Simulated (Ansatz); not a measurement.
# Four-centre ligand exchange

Start structure (SiH$_{5}$SBr, closed shell), relaxed at PBE0-D4/def2-TZVP:

```json
{"atom": "Si1", "x (Å)": "0.1561", "y (Å)": "-0.0491", "z (Å)": "-1.4048"}
{"atom": "Br2", "x (Å)": "2.0227", "y (Å)": "0.3167", "z (Å)": "-0.2454"}
{"atom": "H3", "x (Å)": "-0.3837", "y (Å)": "-1.3717", "z (Å)": "-1.0242"}
{"atom": "H4", "x (Å)": "0.5277", "y (Å)": "-0.0335", "z (Å)": "-2.8392"}
{"atom": "H5", "x (Å)": "-0.8032", "y (Å)": "1.0360", "z (Å)": "-1.1078"}
{"atom": "H6", "x (Å)": "0.0892", "y (Å)": "-0.7859", "z (Å)": "2.2249"}
{"atom": "S7", "x (Å)": "-1.0971", "y (Å)": "-0.1597", "z (Å)": "2.2002"}
{"atom": "H8", "x (Å)": "-0.5116", "y (Å)": "1.0473", "z (Å)": "2.1962"}
```

The step: SiH₃Br ([SiH3][Br]) + H₂S → SiH₄S ([SiH3][SH]) + HBr; bonds formed: Si1–S7, Br2–H6; bonds broken: Si1–Br2, H6–S7. Ansatz 0.2.0; basis: def2-TZVPP and def2-QZVPP; cores frozen in the correlated methods. Filled d shells of the heavier atoms are correlated. The def2 sets are not built for correlating such inner shells, so the correlated values are less sure here. Extrapolation: Hartree–Fock as exp(−7.88 √X), correlation as X^−2.97. Energies below are by CCSD(T) at an estimated basis limit (MP2 extrapolated from triple and quadruple zeta, plus CCSD(T) − MP2 in triple zeta).

What are the electronic barrier and the energy of the step, from the start structure to the end structure? (An estimate is asked for; the value comes from the calculation.)

By the calculation: Barrier 147.3 kJ/mol; step energy 33.7 kJ/mol (uphill); reverse barrier, their difference, 113.7 kJ/mol. Barrier and step energy count from the start structure, the reverse barrier from the end structure.

The saddle point: One imaginary mode of 300i cm⁻¹.
```
   pair  start (Å)  saddle (Å)  end (Å)
 Si1–S7       3.82        2.34     2.15
 Br2–H6       3.33        2.18     1.44
Si1–Br2       2.23        2.67     4.28
  H6–S7       1.34        1.39     2.33
```

Zero-point energy (harmonic, PBE0-D4): ZPE is 110.6 kJ/mol at the start and 111.7 kJ/mol at the saddle, so the barrier goes from 147.3 to 148.4 kJ/mol.

No T1 diagnostic of these runs exceeds 0.011.

Labels in which every atom is bracketed show which atoms are joined, not bond orders.

For scale, one of the runs: CCSD(T)/def2-TZVPP, 202 basis functions, launched by `ansatz run in.yaml --threads 4 --pin off --events-out ev --progress --plain --max-ram 9574MiB`. Time: 16 s of wall clock on 4 CPU threads of an Intel Xeon 6975P-C; the host was shared. Peak host memory: 2.5 GiB.
